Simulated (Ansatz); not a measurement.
Basis-set series for C3H4Te, SMILES `C#CC[TeH]`. Total charge 0; spin multiplicity 1. Te takes the def2 core potential. The geometry is a stationary point of PBE0-D4/def2-TZVP.

```xyz
8

C    -1.938    0.672   -0.686
C    -0.841    0.221   -0.497
C     0.470   -0.305   -0.232
Te    1.014    0.168    1.817
H    -2.910    1.066   -0.867
H     0.495   -1.389   -0.335
H     1.220    0.145   -0.882
H     2.490   -0.579    1.683
```

| functional | basis | functions | energy (Eh) | HOMO (eV) | LUMO (eV) |
| --- | --- | --- | --- | --- | --- |
| PBE0-D4 | def2-SVP | 88 | -384.43591 | -6.17 | -0.85 |
| PBE0-D4 | def2-QZVPP | 373 | -384.58616 | -6.31 | -1.12 |
| ωB97M-V | def2-SVP | 88 | -384.47689 | -8.28 | 1.14 |
| ωB97M-V | def2-QZVPP | 373 | -384.63414 | -8.45 | 0.63 |

**Question.** Give the rows for def2-TZVPP. (Best estimate.)

**Answer.** Computed: 
| functional | basis | functions | energy (Eh) | HOMO (eV) | LUMO (eV) |
| --- | --- | --- | --- | --- | --- |
| PBE0-D4 | def2-TZVPP | 199 | -384.57776 | -6.29 | -1.06 |
| ωB97M-V | def2-TZVPP | 199 | -384.62609 | -8.43 | 0.78 |

Positive LUMOs are unbound and depend on the basis.
